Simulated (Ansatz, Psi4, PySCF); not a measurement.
HF₂OS (SMILES [OH+]=S(F)F), charge +1, singlet, geometry from GFN2-xTB. Base run: CCSD(T)/STO-3G run with PySCF.

Here is a job for PySCF.
```python
from pyscf import gto, scf, cc

mol = gto.Mole()
mol.atom = '''
    O     1.292238   -0.536346    0.124384
    S    -0.122331   -0.085726    0.462428
    F    -0.980179   -0.706323   -0.735271
    F    -0.164806    1.398706   -0.129337
    H     1.924263   -0.569057   -0.612460
'''
mol.basis = 'sto-3g'
mol.charge = 1
mol.spin = 0
mol.verbose = 4
mol.build()

mf = scf.RHF(mol)
mf.kernel()

mycc = cc.CCSD(mf)
mycc.kernel()
et = mycc.ccsd_t()
print('E(CCSD(T)) = %.10f' % (mycc.e_tot + et))
```

The same geometry, method and basis name were run in Ansatz (a first-principles code) and Psi4 and PySCF, at each program's defaults and at the settings that a row names. The base is PySCF at its defaults. Differences at the defaults can come from grids, fitting, cores and function types together.

| code and settings | ΔE vs base (µEh) | basis functions | E (Eh) | SCF cycles |
|---|---|---|---|---|
| PySCF, defaults (exact integrals, spherical functions, all electrons correlated) | 0.0 | 25 | -663.43730 | 10 |
| Psi4, defaults (exact integrals, spherical functions, all electrons correlated) | 0.1 | 25 | -663.43730 | 12 |
| Ansatz, defaults (factorised integrals, spherical functions, frozen core) | 1098 | 25 | -663.43620 | - |
| PySCF, frozen core | 1090 | 25 | -663.43621 | 10 |
| Psi4, exact integrals, spherical functions, frozen core | 1090 | 25 | -663.43621 | 12 |
| Ansatz, high accuracy, frozen core | 1090 | 25 | -663.43621 | - |
